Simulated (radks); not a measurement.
The numbers below are computed, except where a source is named.
Problem. Ionisation of neutral helium, [He], to He+, 1s1, under several functionals. Non-relativistic Kohn-Sham, spin-polarised, spherical densities, point nucleus; open shells are filled with parallel spins first; a radial shooting solver on a logarithmic mesh with Libxc functionals. Known Delta-SCF values: PW91 24.578 eV; exchange-only LDA 22.070 eV. What does LDA (Slater exchange, Perdew-Wang correlation) give, and what is its highest occupied eigenvalue?

Solution. 24.291 eV by Delta-SCF; the 1s eigenvalue is -15.517 eV. NIST: 24.587 eV (measured).
